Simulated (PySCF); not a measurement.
# Electron correlation in Zn²⁺ (zinc, charge +2)

Starting occupation: [Ar] 3d9 4p1, 3d3/2 with m_j = -3/2, -1/2, +1/2, +3/2, 3d5/2 with m_j = -3/2, -1/2, +1/2, +3/2, +5/2, 4p3/2 with m_j = +3/2. All numbers are calculated (PySCF 2.14, X2C-1e with screened-nucleus spin-orbit coupling, Gaussian nucleus, in x2c-TZVPall-2c (6s7p4d1f, 54 functions)). Frozen: [Ne]; 18 electrons correlated; the 6 highest virtual spinors left out.

MP2 pair energies summed by pair of shells (mhartree):

```
 pair   energy  share (%)
3d-3d  -250.99       47.4
3d-3p  -157.38       29.7
3p-3p   -45.33        8.6
3d-3s   -37.72        7.1
3p-3s   -18.06        3.4
3d-4p   -13.55        2.6
3p-4p    -3.03        0.6
3s-3s    -2.91        0.6
3s-4p    -0.37        0.1
```

Total MP2 correlation energy: -529.33 mhartree.

The GHF reference relaxed away from the jj start to a determinant that is no pure jj level (⟨S²⟩ = 2.00, ⟨J²⟩ = 20.00); the energies belong to that determinant.

This basis was not built for core-valence correlation, so the inner-shell part is incomplete.
